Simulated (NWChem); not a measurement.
# C$_{2}$H$_{9}$NSi; SMILES CC[SiH2]N

```xyz
13

Si    -0.5719    -0.7217     0.1639
N      0.9289    -1.5244    -0.1939
C     -0.5086     1.0640    -0.4272
C      0.6043     1.9007     0.2000
H     -1.6356    -1.4859    -0.5590
H     -0.9413    -0.7058     1.6247
H      1.7763    -1.2211     0.2744
H      0.9232    -2.5360    -0.2674
H     -0.4054     1.0487    -1.5259
H     -1.4944     1.5161    -0.2173
H      0.5197     1.9353     1.2987
H      0.5888     2.9418    -0.1600
H      1.5993     1.4928    -0.0418
```
Atoms are numbered in this order, from 1.

Results from NWChem. Geometry: optimised at PBE0/def2-SVP. Total energies of different functionals are on different scales.

```
level                   energy (Ha)  highest occupied level (eV)  orbital gap (eV)  dipole (D)
----------------------  -----------  ---------------------------  ----------------  ----------
PBE/def2-TZVP             -425.6230                        -5.82              5.58        0.93
B3LYP/def2-TZVP           -425.9974                        -7.00              7.29        0.90
PW6B95/def2-TZVP          -426.3923                        -7.34              7.87        0.90
Hartree-Fock/def2-TZVP    -424.4533                       -10.64             13.93        0.89
PBE0/def2-TZVP            -425.6760                            …                 …        0.91
TPSSh/def2-TZVP           -425.9970                        -6.48              6.79        0.91
```

**Question.** Fill in the missing entries.

**Answer.** 
- PBE0/def2-TZVP, highest occupied level (eV): -7.22
- PBE0/def2-TZVP, orbital gap (eV): 7.80
